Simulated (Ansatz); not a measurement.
Total energies of Zr6O20H16 from Ansatz at PBE0-D4/def2-SVP, gas phase (1 Eh = 27.2114 eV = 2625.5 kJ/mol). The reference geometry is relaxed at PBE-D4/def2-SVP.

Cartesian coordinates in Å:
```
Zr 1.6241 2.5524 0.1576
Zr -1.0969 0.6519 -1.4978
Zr 0.2254 -2.4267 -1.2983
Zr -1.1539 2.5437 1.7960
Zr 2.2948 -0.8595 0.7935
Zr -0.9151 -0.7773 1.4594
O -2.8122 0.3698 -2.4956
O -1.4783 2.6137 -2.1085
O 0.8434 -3.5390 -2.8528
O -0.2482 -0.9047 -2.7558
O -2.0517 -2.1179 2.3423
O -1.7217 -1.4792 -0.5023
O 0.8590 1.8213 -1.6836
O -1.6570 1.0176 0.4928
O -0.4272 3.4904 0.0852
O -1.4686 0.7302 2.9478
O -0.8911 -4.0436 -0.8587
O 2.3597 -2.0395 -0.9912
O 0.4150 -0.4164 -0.2593
O 0.5342 -2.4710 0.9909
O 2.7493 4.1049 -0.1035
O 3.7807 -1.7564 1.6779
O 0.7925 2.3347 2.0260
O 2.8186 0.9905 0.4438
O -2.1968 3.8598 2.7881
O 0.9968 -0.3334 2.4034
H -3.3012 -0.4697 -2.5102
H -2.3890 2.6981 -2.4508
H 1.4576 -3.2143 -3.5332
H -0.6646 -1.1309 -3.6059
H -2.2978 -3.0408 2.1693
H -2.5107 -2.0508 -0.5373
H 0.5673 2.5281 -2.2994
H -0.9259 3.3905 -0.7982
H -1.2834 0.5735 3.8912
H -0.7198 -4.7641 -1.4950
H 3.0288 -2.7183 -1.1844
H 0.4761 -3.3234 1.4598
H 3.5762 4.6011 -0.0289
H 4.4853 -2.2107 2.1570
H -2.7153 4.5579 3.2084
H 1.0415 0.6578 2.5600
```

| state | geometry | energy (Eh) |
| --- | --- | --- |
| charge 0 singlet | reference | -1795.48846 |
| charge 1 doublet | reference | -1795.14911 |
| charge -1 doublet | reference | -1795.47427 |
| free Zr atom (triplet) | – | -46.86982 |
| free O atom (triplet) | – | -74.92490 |
| free H atom (doublet) | – | -0.50029 |

In the def2 sets Zr takes a core potential; there is no spin–orbit coupling. Single mean-field runs in def2-SVP are fitted with def2-universal-jkfit.

Question: Work out the vertical ionisation energy to the doublet.

Answer: E(charge 1 doublet) − E(charge 0 singlet) = -1795.14911 − (-1795.48846) = 0.33935 Eh = 9.23 eV. For comparison, −ε of the highest occupied level is 7.85 eV at this level, 1.38 eV less.

Question: Work out the vertical electron affinity, to the doublet.

Answer: E(charge 0 singlet) − E(charge -1 doublet) = -1795.48846 − (-1795.47427) = -0.01419 Eh = -0.39 eV; negative, so the extra electron isn't bound. The basis lacks diffuse functions, which makes affinities too small.

Question: Give the fundamental gap IE − EA, the Mulliken electronegativity (IE + EA)/2 and the hardness (IE − EA)/2.

Answer: From the values in Eh: IE − EA = 0.33935 − (-0.01419) = 0.35354 Eh = 9.62 eV; (IE + EA)/2 = 4.42 eV; (IE − EA)/2 = 4.81 eV. The HOMO–LUMO gap of the same run is 7.07 eV, 2.55 eV smaller than the fundamental gap.

Question: What is the binding energy per atom against free atoms?

Answer: Atoms: 6 × (-46.86982) + 20 × (-74.92490) + 16 × (-0.50029) = -1787.72156 Eh. Binding: -1787.72156 − (-1795.48846) = 7.76690 Eh = 211.35 eV, or 5.03 eV for each of 42 atoms (no zero-point energy, no counterpoise term).

At PBE0-D4/def2-SVP the highest occupied level of the charge -1 doublet lies above zero (up to 1.47 eV). By energy differences it is unbound by 0.39 eV (vertical, against the charge 0 singlet, at PBE0-D4/def2-SVP) and held by the finite basis.
